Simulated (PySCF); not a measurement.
**Spinor energies of Kr²⁺ (krypton, charge +2)**

Start: [Ar] 3d10 4s2 4p4; 4p1/2 filled at m_j = +1/2; 4p3/2 filled at m_j = -1/2, +1/2, +3/2. Calculated with PySCF 2.14 in x2c-TZVPall-2c: generalised Hartree-Fock with the X2C-1e Hamiltonian and a Gaussian nucleus; one run each with spin-orbit coupling (SO) switched off, then screened by Boettger's factors. This is a chosen level, not necessarily the ground level.

| spinor shell | electrons | ε, spin-free (eV) | ε, screened SO (eV) | weight of nominal j (screened SO) | rms radius, screened SO (bohr) |
| --- | --- | --- | --- | --- | --- |
| 1s1/2 | 2 | -14430.7 | -14430.1 | 1.000 | 0.0478 |
| 2s1/2 | 2 | -1986.3 | -1986.1 | 1.000 | 0.199 |
| 2p1/2 | 2 | -1753.7 | -1790.6 | 1.000 | 0.174 |
| 2p3/2 | 4 | -1753.7 | -1735.9 | 1.000 | 0.178 |
| 3s1/2 | 2 | -330.77 | -330.66 | 1.000 | 0.564 |
| 3p1/2 | 2 | -254.20 | -260.01 | 0.999 | 0.574 |
| 3p3/2 | 4 | -254.20 | -251.29 | 0.999 | 0.585 |
| 3d3/2 | 4 | -127.36 | -128.15 | 0.981 | 0.609 |
| 3d5/2 | 6 | -127.36 | -126.68 | 0.987 | 0.611 |
| 4s1/2 | 2 | -54.020 | -53.981 | 0.999 | 1.63 |
| 4p3/2 | 3 | -37.148 | -37.861 | 0.596 | 1.86 |
| 4p1/2 | 1 | -37.148 | -35.180 | 0.618 | 1.88 |

| quantity | spin-free | screened SO |
| --- | --- | --- |
| E (hartree) | -2786.75307 | -2786.93284 |
| M_J | 2 | 2 |
| ⟨J²⟩ | 6.010 | 6.017 |
| ⟨L²⟩ | 2.007 | 2.154 |
| ⟨S²⟩ | 2.003 | 1.935 |

Each row is a mean over spinors that exchange with the open shell spreads, by up to 6.586 eV (4s1/2).

Rows whose weight is well below 1 are mixtures of j = l ± 1/2: exchange outweighs spin-orbit coupling there, and the label is only the starting occupation.

Without spin-orbit coupling the j labels of p, d and f shells carry no meaning; the spin-free column gives the mean over the occupied spinors of each nl shell.
